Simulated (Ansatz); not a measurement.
Si₂₁SbH₂₈, a doped nanocrystal cut from the lattice of silicon (Sb on an inner site). Charge 0, multiplicity 2. Geometry PBE-D4/def2-SVP, basis def2-SVP, Ansatz.

```xyz
50

Si    2.634    2.153    2.590
Si    0.687   -2.516    4.787
Si    4.072    2.337   -0.970
Si    0.776    4.152   -0.118
Si   -0.776    0.842    1.077
Si   -2.542    2.907   -1.598
Si    0.731    1.086   -2.438
Si   -4.075   -0.407   -0.424
Si    2.524   -0.994    0.236
Si    1.040   -4.379    1.386
Si   -0.792   -2.214   -1.244
Si   -2.339   -2.464    2.283
Si   -2.586   -0.130   -3.954
Si    2.890    3.512    0.690
Sb    1.304   -0.071    2.336
Si   -0.443   -3.637    3.069
Si    2.832    0.441   -1.601
Si   -0.439    2.250   -0.767
Si   -1.981   -1.064    0.426
Si   -3.773    1.018   -2.275
Si   -0.495   -0.808   -3.109
Si    1.305   -2.894   -0.423
H     3.991    1.754    3.117
H     1.929    2.924    3.679
H     0.075   -1.220    5.253
H     2.177   -2.374    4.613
H     5.419    1.919   -0.432
H     4.294    3.229   -2.167
H     0.017    4.890    0.957
H     0.936    5.074   -1.303
H    -1.588    1.587    2.113
H    -3.289    3.655   -0.520
H    -2.340    3.841   -2.766
H     0.921    2.014   -3.617
H    -4.849    0.308    0.656
H    -4.856   -1.631   -0.835
H     3.879   -1.442    0.740
H     2.385   -4.648    2.020
H     0.519   -5.689    0.842
H    -1.596   -3.429   -1.649
H    -2.905   -1.635    3.412
H    -3.387   -3.480    1.893
H    -2.387    0.771   -5.148
H    -3.374   -1.337   -4.400
H     3.678    4.740    1.093
H    -1.003   -4.906    3.676
H     3.574   -0.333   -2.669
H    -5.117    1.450   -2.818
H     0.286   -1.549   -4.171
H     2.055   -3.600   -1.530
```

```csv
run,HOMO (eV),LUMO (eV)
A,-4.84,-3.05
B,-5.65,-2.38
C,-4.47,-3.67
D,-5.42,-2.57
E,-4.52,-3.35
F,-7.48,0.92
```

In the def2 sets Sb takes a core potential; there is no spin–orbit coupling. Single mean-field runs in def2-SVP are fitted with def2-universal-jkfit.

HOMO and LUMO are taken over both spins.

Task: The runs used HF, LDA (SPW92), PBE, PBE0, r2SCAN, r2SCAN0. Estimate which is which.

Result: A r2SCAN (0 % exact exchange); B r2SCAN0 (25 % exact exchange); C LDA (SPW92) (0 % exact exchange); D PBE0 (25 % exact exchange); E PBE (0 % exact exchange); F HF (100 % exact exchange). Exact exchange lowers occupied and raises empty levels; among semilocal functionals meta-GGAs tend to open the gap a little, and such runs are hard to tell apart. The gap grows from 0.80 eV (LDA (SPW92)) to 8.41 eV (HF).
